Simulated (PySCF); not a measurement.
# Gas-phase XPS of (OH)3Si-S-SiH3, computed

Compound: (OH)3Si-S-SiH3.
Cartesian coordinates in Å at the PBE0-D3(BJ)/def2-SVP level; atoms count from 1:
```
atom  x, y, z in Å
Si1   -0.135    0.124    1.049
O2    -0.767    1.599    1.422
O3    -0.139   -0.750    2.447
O4     1.352    0.432    0.400
S5    -1.176   -1.005   -0.427
Si6    0.022   -0.489   -2.149
H7    -1.505    1.604    2.039
H8    -0.035   -1.702    2.349
H9     1.731    1.285    0.636
H10   -0.743   -1.049   -3.301
H11    0.141    0.988   -2.309
H12    1.369   -1.121   -2.106
```

Theory: delta-SCF UKS SCAN, pcX-2 on the ionised atom, pcseg-1 elsewhere, spin-free X2C in PySCF 2.14.0. Each binding energy is the total energy of the core-ionised species, with the hole localised on one atom, minus that of the ground state; both are solved self-consistently, so orbital relaxation is included.

Task: What binding energy does each computed site have?

Result: 
```csv
atom(s),bonded to,level,binding energy (eV),2p1/2 (eV),above the level's lowest (eV),count
Si6,S and 3 H,Si 2p3/2,107.18,107.80,0.00,1
Si1,3 O and S,Si 2p3/2,108.55,109.18,+1.37,1
O2/O3/O4,H and Si,O 1s,538.98,–,0.00,3
Si6,S and 3 H,Si 1s,1847.02,–,0.00,1
Si1,3 O and S,Si 1s,1848.79,–,+1.77,1
S5,2 Si,S 1s,2476.53,–,0.00,1
```

The listed Si 1s values span 1.77 eV, from Si6 (bonded to S and 3 H) to Si1 (bonded to 3 O and S).

Lowest listed Si 2p3/2: Si6, bonded to S and 3 H. Highest, 1.37 eV above it: Si1, bonded to 3 O and S.

Task: Which photon wavelength matches the Si 2p3/2 of Si1 threshold?

Result: λ = hc/E = 12398.42 eV Å / 108.55 eV = 114.219 Å.

Task: Give the binding energy of Si 2p3/2 of Si1 in hartree and in kJ/mol.

Result: 108.55 eV = 3.9891 Eh = 10473 kJ/mol.

One atom of each set of topologically equivalent atoms was ionised and stands for the set; in this conformer not all members are related by symmetry, and their own values weren't computed. Not every level is listed. Spin–orbit coupling isn't in the SCF: each 2p doublet comes from a relaxed spin-free hole plus a matrix of the shell (mean-field spin–orbit coupling and the ground-state 2p splitting), with 2p3/2 averaged over its two sublevels. 2p1/2 minus 2p3/2 (ligand field included): Si 0.62 eV. One conformer (not necessarily the lowest) at the PBE0-D3(BJ)/def2-SVP geometry, without solvent, vibrations or thermal averaging.

Hardware: an Arm Neoverse V2 with one thread, no GPU, shared host with 32 logical CPUs at a one-minute load of 13. Cost: 39 s, 0.60 GiB resident at most.
